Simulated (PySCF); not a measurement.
Electron correlation in Au⁺ (gold, charge +1)

[Xe] 4f14 5d10, closed-shell 1S. Calculation: PySCF 2.14, in x2c-TZVPPall with one added diffuse shell each of s, p, d, f type (12s8p8d4f1g, 113 functions); the spin-free X2C one-electron Hamiltonian (Gaussian nucleus). Frozen: [Xe] 4f14; 10 electrons correlated.

```json
{"level": "CCSD", "correlation energy (mhartree)": "-294.05"}
{"level": "(T)", "correlation energy (mhartree)": "-10.79"}
{"level": "CCSD(T)", "correlation energy (mhartree)": "-304.84"}
```

Diagnostics: T1 = 0.0036, D1 = 0.0051, largest double amplitude 0.021.

Cost of the coupled-cluster step: roughly 9 core-seconds, for 10 correlated electrons.

Iterations:

```
CC2 = 0
CCSD nocc = 5, nmo = 79
frozen orbitals [0, 1, 2, 3, 4, 5, 6, 7, 8, 9, 10, 11, 12, 13, 14, 15, 16, 17, 18, 19, 20, 21, 22, 23, 24, 25, 26, 27, 28, 29, 30, 31, 32, 33]
max_cycle = 100
direct = 0
conv_tol = 1e-08
conv_tol_normt = 1e-06
diis_space = 8
diis_start_cycle = 0
Init t2, MP2 energy = -19008.8120196844  E_corr(MP2) -0.311827236879379
Init E_corr(CCSD) = -0.311827236885652
cycle = 1  E_corr(CCSD) = -0.290594755114491  dE = 0.0212324818  norm(t1,t2) = 0.0217129
cycle = 2  E_corr(CCSD) = -0.294091391963225  dE = -0.00349663685  norm(t1,t2) = 0.00751424
cycle = 3  E_corr(CCSD) = -0.29388879083446  dE = 0.000202601129  norm(t1,t2) = 0.0026986
cycle = 4  E_corr(CCSD) = -0.29403685702135  dE = -0.000148066187  norm(t1,t2) = 0.00121499
cycle = 5  E_corr(CCSD) = -0.294056449202625  dE = -1.95921813e-05  norm(t1,t2) = 0.000159478
cycle = 6  E_corr(CCSD) = -0.294045434829764  dE = 1.10143729e-05  norm(t1,t2) = 3.18203e-05
cycle = 7  E_corr(CCSD) = -0.294044562276925  dE = 8.72552839e-07  norm(t1,t2) = 6.5396e-06
cycle = 8  E_corr(CCSD) = -0.294045085449867  dE = -5.23172943e-07  norm(t1,t2) = 1.52516e-06
cycle = 9  E_corr(CCSD) = -0.294045127718948  dE = -4.2269081e-08  norm(t1,t2) = 2.40054e-07
cycle = 10  E_corr(CCSD) = -0.29404510955648  dE = 1.81624685e-08  norm(t1,t2) = 5.14773e-08
cycle = 11  E_corr(CCSD) = -0.294045110825204  dE = -1.26872401e-09  norm(t1,t2) = 1.27826e-08
CCSD converged
E(CCSD) = -19008.79423755831  E_corr = -0.2940451108252036
CCSD(T) correction = -0.0107868995213302
```
